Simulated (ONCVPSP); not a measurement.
**Transferability test, ONCV potential for Ga (Z = 31)**

```
Element                 : gallium (Ga)
Generator               : ONCVPSP 4.0.1
Type                    : optimised norm-conserving Vanderbilt (ONCV)
Functional              : PBEsol
Relativity              : scalar-relativistic
Frozen core             : [Ar] 3d10
Valence charge          : 3
Reference configuration : 4s2 4p0.5 (charge +0.5)
Partial waves           : 4s: rc 1.80 bohr, ncon 4, nbas 9, qcut 3.5 1/bohr, 1 projector; 4p: rc 2.35 bohr, ncon 4, nbas 8, qcut 3.2 1/bohr, 2 projectors, debl 1.4 Ha
Local potential         : polynomial inside 1.15 bohr (lpopt 1, dvloc0 6 Ha)
Core correction         : Teter function, fcfact 4.5, rcfact 1.45
```

Energies are relative to the spin-unpolarised reference configuration 4s2 4p0.5; without spin polarisation the order of configurations can differ from experiment.

```
valence configuration  charge  ΔE all-electron (eV)  error AE − PS (meV)
              4s2 4p0      +1                 3.653                  -10
              4s0 4p3       0                11.364                  -39
```

What are ΔE and the potential's error for 4s2 4p1?

ΔE = -2.027 eV all-electron; the error (AE − PS) is -2.5 meV.

What are ΔE and the potential's error for 4s1 4p0?

ΔE = 24.789 eV all-electron; the error (AE − PS) is -237 meV.
